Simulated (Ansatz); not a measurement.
`C/C=C(\F)CS` + `[OH][Sn][Cl]` → `C[O][Sn][Cl]` + `C=C(F)CS`  (substitution at a C–C bond)

Calculated with Ansatz (gas phase, PBE0-D4/def2-TZVP geometries, no zero-point term in ΔE). CBS: MP2 limit from def2 TZ/QZ plus the TZ coupled-cluster correction, frozen cores. DFT in def2-TZVPP. B3LYP here is the variant with VWN-RPA as its local correlation; programs differ in this. Elements past krypton have def2 core potentials. For Sn outer-core shells are correlated without core-valence functions, which leaves a few kJ/mol of doubt a bond. Each species was taken in one conformer, which may not be the lowest.

| level | ΔE (eV) |
| --- | --- |
| PBE-D4 | 0.55 |
| PBE0-D4 | 0.57 |
| B3LYP-D4 | 0.49 |
| PBE | 0.55 |
| B3LYP | 0.51 |
| CCSD/def2-TZVPP | 0.56 |
| HF/def2-QZVPP | 0.49 |
| MP2/def2-QZVPP | 0.62 |

(1) What does CCSD(T)/CBS give? (Estimate.)

Largest T1 diagnostic among the species: 0.017.

Answers

(1) Computed: +0.57 eV. The listed levels differ from it by -0.02, 0.00, -0.08, -0.02, -0.06, -0.01, -0.08, 0.05 eV.

In def2-TZVPP, CCSD(T) changes the Hartree–Fock value by +0.07 eV (the triples alone add −0.00 eV) and MP2 by +0.12 eV.
